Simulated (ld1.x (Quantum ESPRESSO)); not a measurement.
**u(r) = r·R(r): atom against pseudo-atom (Mg)**

Columns: radius, all-electron u(r) and pseudo u(r) of the 2s shell (level -99.66 eV) of magnesium in the configuration [He] 2s2 2p6 3s0 3p0; PBEsol, scalar-relativistic, TM scheme, ld1.x (Quantum ESPRESSO) 7.5.

```
r (bohr)  all-electron   pseudo
   0.045        0.5174  -0.1374
   0.090        0.5222  -0.2733
   0.135        0.2989  -0.4064
   0.180       -0.0033  -0.5350
   0.225       -0.3081  -0.6577
   0.270       -0.5792  -0.7729
   0.315       -0.8019  -0.8786
   0.360       -0.9733  -0.9730
   0.405       -1.0964  -1.0535
   0.450       -1.1772  -1.1181
   0.495       -1.2221  -1.1646
   0.540       -1.2382  -1.1917
   0.585       -1.2313  -1.1991
   0.630       -1.2068  -1.1876
   0.675       -1.1691  -1.1596
   0.720       -1.1221  -1.1184
   0.765       -1.0686  -1.0676
   0.810       -1.0111  -1.0110
   0.855       -0.9515  -0.9515
   0.900       -0.8911  -0.8911
   0.945       -0.8312  -0.8312
   0.990       -0.7726  -0.7726
   1.035       -0.7159  -0.7159
   1.080       -0.6615  -0.6615
   1.125       -0.6097  -0.6097
   1.170       -0.5608  -0.5608
```

**Question.** How many radial nodes do the two functions have?

**Answer.** The all-electron 2s function has n − l − 1 = 1; the pseudo-wave has 0, since the states of the same l below it are removed with the core.

**Question.** At about which radius was the pseudo-wave matched?

**Answer.** 0.90 bohr. The columns agree to 0.0005 from 0.81 bohr on; several derivatives are matched, so the curves merge somewhat inside the radius.

**Question.** Is the pseudo-wave norm-conserving?

**Answer.** Yes: the TM scheme keeps the norm inside the radius equal to the all-electron one, which fixes the energy derivative of the logarithmic derivative at the level.
